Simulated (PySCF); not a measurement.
Computed IR spectrum (relative IR intensity) of a molecule C2H9BN2O. Geometry optimised at PBE-D3(BJ)/def2-SVP. The values are those of a single conformer. All values below come from PBE-D3(BJ)/def2-SVP (PySCF 2.14.0). No scaling factor is applied to the harmonic values.

```
ν (cm⁻¹)  relative intensity
--------  ------------------
48                       2.1
160                       29
274                       14
375                      5.6
405                      7.9
442                       48
609                      8.9
976                       40
1054                     2.2
1243                     5.8
1298                      55
1323                     4.8
1345                     4.3
1386                      15
1411                     3.3
1418                     3.2
1435                     2.3
1479                     100
1545                      68
2948                      16
2962                     6.7
2993                     5.4
3052                     8.9
3059                     8.3
3529                     2.6
3559                     8.7
3666                     7.1
3781                      11
```

**Question.** Which molecule gave these data?
A. CCOB(N)N
B. CNB(N)OC
C. CNB(O)NC
D. CCNB(N)O

**Answer.** D, CCNB(N)O
